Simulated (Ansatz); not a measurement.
Input for Ansatz (a quantum-chemistry and plane-wave program): R-CCSD(T)/def2-TZVPP on H3NSSn (SMILES [NH2][Sn][SH]), a point of a torsion scan. Elements past Kr take the def2 small-core potentials; no spin–orbit coupling. The run froze 15 orbitals, filled d shells among them.

Ansatz 0.2 input:
```yaml
crystal:
  periodic: [false, false, false]
  atoms:
    - {symbol: N, position_ang: [-1.29080899, 0.03279318, 0.13873636]}
    - {symbol: Sn, position_ang: [0.22309586, -0.92470177, 1.11658545]}
    - {symbol: S, position_ang: [1.99679161, -0.29172385, -0.49611694]}
    - {symbol: H, position_ang: [-2.26087254, 0.07918084, 0.41788161]}
    - {symbol: H, position_ang: [-1.19173596, 0.59258714, -0.69850295]}
    - {symbol: H, position_ang: [1.83975561, -1.35593058, -1.27059665]}
basis:
  gaussian:
    orbitals: def2-TZVPP
magnetization: {spin_polarized: false}
correlation: {method: ccsd_t, electrons: outside_noble_gas}
scf: {lower_state_search: off}
```

Output:

```
WARN ansatz: RAYON_NUM_THREADS=1 ignored (pool sized by the plan → 1); use --threads N
Functional definition: HF
these checks for a lower state are left out or cut short: stability, starts, cluster_reference, orbital_swaps, neighbouring_geometries, increment
integrals: 0.46 GiB planned
1141 factors; integrals over basis functions are off by at most 1.1e-3 eV
mean field: 0.47 GiB planned
mean field evaluation 1: about -18150.4241 eV, gradient 4.0e1 eV
mean field evaluation 2: about -18150.5381 eV, gradient 4.0e1 eV
mean field evaluation 4: about -18154.2868 eV, gradient 3.4e0 eV
mean field evaluation 8: about -18154.3592 eV, gradient 3.5e-1 eV
mean field evaluation 16: about -18154.3604 eV, gradient 1.2e-6 eV
mean field -18154.36036999 eV, -667.1604381298 hartree, gradient 1.2e-6 eV, S^2 0.000000; 0 other end points of the search recorded, 0 dependent functions left out
15 core orbitals not correlated
reference -18154.36036999 eV, -667.1604381298 hartree; 9, 9 occupied and 141, 141 virtual orbitals, 1141 factors
second order -13.14157185 eV of doubles, -0.00000000 eV of singles
coupled cluster: 1.13 GiB planned
cycle   1  -13.56370485 eV  change   -4.2e-1 eV  update   9.4e-2
cycle   2  -13.90833251 eV  change   -3.4e-1 eV  update   3.2e-2
cycle   3  -14.00769132 eV  change   -9.9e-2 eV  update   2.0e-2
cycle   4  -13.99951841 eV  change    8.2e-3 eV  update   6.7e-3
cycle   5  -13.99760632 eV  change    1.9e-3 eV  update   3.9e-3
cycle   6  -13.99807024 eV  change   -4.6e-4 eV  update   1.5e-3
cycle   7  -13.99773358 eV  change    3.4e-4 eV  update   5.0e-4
cycle   8  -13.99788036 eV  change   -1.5e-4 eV  update   1.5e-4
cycle   9  -13.99791326 eV  change   -3.3e-5 eV  update   4.8e-5
cycle  10  -13.99789250 eV  change    2.1e-5 eV  update   1.6e-5
perturbative correction -0.62847833 eV, -0.0230961528 hartree
Total energy: -18168.98674083 eV, -667.6979473439 hartree
Checks for a lower state left out: stability, starts, cluster_reference, orbital_swaps, neighbouring_geometries, increment
```

The calculation finished and met its thresholds.

Cost: around 30 core-seconds (rough).
